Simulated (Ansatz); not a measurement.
PBE exchange is replaced step by step with exact exchange (0 % is PBE, 25 % PBE0; no dispersion term), basis def2-SVPD, Ansatz. System: MnN₃F₃H₉⁻ (relaxed from a model of mer-[MnF3(NH3)3]-, whose bonding it doesn't keep). The state is a sextet with charge -1. Geometry: B3LYP-D4/def2-SVPD.

Geometry of the sextet:

Cartesian coordinates in Å:
```
Mn -0.2640 0.6224 -0.2752
F 1.6974 0.6140 0.1532
F -1.0178 -1.1877 -0.7421
F -1.3892 2.3111 -0.3572
N 1.0787 -2.0822 1.1117
H 0.3276 -2.1242 0.4104
H 1.6722 -2.8976 0.9852
H 1.6205 -1.2502 0.8410
N -0.7501 0.1350 1.9530
H -1.7332 -0.0920 2.0701
H -0.4875 0.8562 2.6179
H -0.1859 -0.7071 2.1094
N -0.0934 1.3220 -2.5330
H -0.5471 0.7192 -3.2114
H 0.7842 1.6785 -2.8959
H -0.7125 2.0825 -2.2371
```

At PBE-D4/def2-SVPD the highest occupied level of the charge -1 sextet lies above zero (up to 0.70 eV). By energy differences its removal costs 3.61 eV (vertical, to the charge 0 quintet, at PBE0-D4/def2-TZVPD), and other spins of that charge weren't run. In the sextet geometry the species has come apart into loosely held pieces.

HOMO and LUMO are taken over both spins.

```tsv
exact exchange (%)	HOMO (eV)	LUMO (eV)	gap (eV)	⟨S²⟩
0	0.70	2.89	2.20	8.755
10	-0.22	3.18	3.40	8.754
25	-1.55	3.59	5.15	8.754
40	-2.83	3.99	6.83	8.754
```

(1) Estimate the row for 15 %.

## Answers

(1) 
```
exact exchange (%)  HOMO (eV)  LUMO (eV)  gap (eV)   ⟨S²⟩
                15      -0.67       3.32      3.99  8.754
```
